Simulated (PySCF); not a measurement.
**Spin–orbit doublets of 2p levels**

Compound: C7H15P.
SMILES with atom numbers: `[CH2:1]=[P@@:2]1([CH:3]([CH3:4])[CH3:5])[CH2:6][C@H:7]1[CH3:8]`

Computed, not measured: delta-SCF UKS SCAN, pcX-2 on the ionised atom, pcseg-1 elsewhere, spin-free X2C (PySCF 2.14.0). Binding energies are ΔSCF values: E(core-ionised, relaxed orbitals) − E(ground state) at a fixed geometry, referred to the vacuum level. Spin–orbit coupling isn't in the SCF: each 2p doublet comes from a relaxed spin-free hole plus a matrix of the shell (mean-field spin–orbit coupling and the ground-state 2p splitting), with 2p3/2 averaged over its two sublevels. The splitting includes the ligand field, and 2p3/2 is the mean of two sublevels.

Problem. Give the 2p3/2 and 2p1/2 binding energies and the splitting.

Solution. 
| atom | environment | 2p3/2 (eV) | 2p1/2 (eV) | splitting (eV) | mean of the shell (eV) |
| --- | --- | --- | --- | --- | --- |
| P2 | phosphorus bonded to 4 C | 136.48 | 137.37 | 0.89 | 136.78 |

Problem. What are the 1s binding energies of the same atoms?

Solution. P2 2150.22 eV.

Problem. Which Kα1 and Kα2 emission energies and wavelengths follow?

Solution. The photon carries the difference of the 1s-hole and 2p-hole states, both at the ground state's geometry; λ = 12398.42 eV Å/E.

```
atom  Kα1 (eV)  Kα2 (eV)  λ(Kα1) (Å)  λ(Kα2) (Å)
  P2   2013.74   2012.85      6.1569      6.1596
```

Problem. And the 1s levels of the other atoms?

Solution. C1 (carbon bonded to P and 2 H) 288.09 eV; C3 (sp3 carbon bound to phosphorus) 290.32 eV; C7 (sp3 carbon bound to phosphorus) 290.41 eV; C6 (sp3 carbon bound to phosphorus) 290.46 eV; C4 (methyl carbon) 290.47 eV; C8 (methyl carbon) 290.48 eV; C5 (methyl carbon) 290.52 eV.

One conformer (not necessarily the lowest) at the PBE0-D3(BJ)/def2-SVP geometry, without solvent, vibrations or thermal averaging.

Shape of the structure used: `[CH2:1]=[P@@:2]1([CH:3]([CH3:4])[CH3:5])[CH2:6][C@H:7]1[CH3:8]`: C1–P2–C3–C4 62°.
